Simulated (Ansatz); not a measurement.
AlI2, SMILES [I][Al][I], multiplicity 2.

Coordinates come from a B3LYP-D3(BJ)/def2-SVP optimisation. The spin state was assumed, not searched. The isomer is the one that the SMILES or the coordinates give; other isomers of the formula were not compared. The def2 effective core potentials stand for the cores of I; spin–orbit coupling is left out.

Two levels are set side by side: PBE/def2-SVPD (Ansatz, a quantum-chemistry and plane-wave program) and PBE0/def2-SVPD (Ansatz). Energy differences of separate SCF runs at the same geometry; the states with an electron removed or added have multiplicity 1 and 1. Differences are taken from unrounded values.

```csv
quantity,PBE0
vertical ionisation energy (eV),8.25
vertical electron affinity (eV),2.09
```

Question: What does PBE give, and how far is it from PBE0? (The exact figures need the calculation; the answer reports its results.)

Answer: 
```json
[
 {"quantity": "vertical ionisation energy (eV)", "PBE": "8.04", "PBE minus PBE0": "-0.21"},
 {"quantity": "vertical electron affinity (eV)", "PBE": "2.08", "PBE minus PBE0": "-0.01"}
]
```
